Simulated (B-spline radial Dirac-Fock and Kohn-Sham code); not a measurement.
## Kβ1 (K-M3) energies across the elements Ar to Cu

Method: ΔSCF Dirac-Fock with Breit, self-energy and vacuum polarisation, finite nucleus, configuration average. Computed with a radial finite-basis atomic code. Free neutral atoms. The model has no electron correlation.

| Z | element | energy (eV) | wavelength (Å) |
| --- | --- | --- | --- |
| 18 | Ar | 3191.1 | 3.8853 |
| 19 | K | 3590.3 | 3.4533 |
| 20 | Ca | 4014.1 | 3.0887 |
| 21 | Sc | 4460.7 | 2.7795 |
| 22 | Ti | 4931.3 | 2.5142 |
| 23 | V | 5425.9 | 2.2850 |
| 24 | Cr | 5943.7 | 2.0860 |
| 25 | Mn | 6487.6 | 1.9111 |
| 26 | Fe | 7054.9 | 1.7574 |
| 27 | Co | 7646.7 | 1.6214 |
| 28 | Ni | 8262.9 | 1.5005 |
| 29 | Cu | 8902.9 | 1.3926 |

Q: How well does Moseley's law, √E linear in Z, describe these energies?

A: A straight-line fit gives √(E/eV) = 3.4419·(Z − 1.59). The slope squared is 0.8707 Ry, against 0.8889 Ry for a hydrogen-like ion. The residuals, fit less computed, are Ar -2.6, K -1.2, Ca -0.7, Sc +0.6, Ti +1.6, V +2.4, Cr +3.6, Mn +2.4, Fe +1.5, Co -0.1, Ni -2.6, Cu -5.0 eV.
